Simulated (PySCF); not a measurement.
A run for PySCF: D3(BJ) and D4 dispersion corrections on BFH4O3 (a complex).

```python
from pyscf import gto
from pyscf.dispersion import dftd3, dftd4

mol = gto.M(
    atom='''
    O    -0.02765131   -0.57078924    1.55988282
    B     0.28391544   -0.24984030    0.25821055
    O     0.70114689   -1.27120850   -0.55616410
    O     0.14055748    1.06236815   -0.07629553
    H     0.08527875   -1.50524595    1.76027292
    H     0.91708235   -1.04059172   -1.46275786
    H     0.35372927    1.30290107   -0.98031794
    F    -0.87828805    0.86381573    3.61539265
    H    -0.57472404    0.41250480    2.84640242
    ''',
    basis='def2-svp',
    charge=0, spin=0, verbose=0, max_memory=1800)
d3, d4 = {}, {}
for xc in ['hf', 'pbe', 'blyp', 'revpbe', 'tpss', 'r2scan', 'b3lyp', 'pbe0', 'bhlyp', 'camb3lyp', 'b2plyp']:
    d3[xc] = float(dftd3.DFTD3Dispersion(mol, xc=xc, version='d3bj', atm=False).get_dispersion()['energy'])
    print(f'D3(BJ) {xc:10s} {d3[xc]:14.8f} Eh')
for xc in ['hf', 'pbe', 'blyp', 'revpbe', 'tpss', 'r2scan', 'b3lyp', 'pbe0', 'bhlyp', 'camb3lyp', 'b2plyp']:
    d4[xc] = float(dftd4.DFTD4Dispersion(mol, xc={'camb3lyp': 'cam-b3lyp'}.get(xc, xc), atm=True).get_dispersion()['energy'])
    print(f'D4     {xc:10s} {d4[xc]:14.8f} Eh')
```

The log:

```
D3(BJ) hf            -0.03294196 Eh
D3(BJ) pbe           -0.00406002 Eh
D3(BJ) blyp          -0.00833379 Eh
D3(BJ) revpbe        -0.01056512 Eh
D3(BJ) tpss          -0.00499864 Eh
D3(BJ) r2scan        -0.00113095 Eh
D3(BJ) b3lyp         -0.00676037 Eh
D3(BJ) pbe0          -0.00340845 Eh
D3(BJ) bhlyp         -0.00509800 Eh
D3(BJ) camb3lyp      -0.00292230 Eh
D3(BJ) b2plyp        -0.00301100 Eh
D4     hf            -0.01552701 Eh
D4     pbe           -0.00400342 Eh
D4     blyp          -0.00902348 Eh
D4     revpbe        -0.01421552 Eh
D4     tpss          -0.00541767 Eh
D4     r2scan        -0.00103151 Eh
D4     b3lyp         -0.00635599 Eh
D4     pbe0          -0.00333747 Eh
D4     bhlyp         -0.00429919 Eh
D4     camb3lyp      -0.00330787 Eh
D4     b2plyp        -0.00279204 Eh
```

The run finished.

Cost: roughly 0.020 core-seconds.
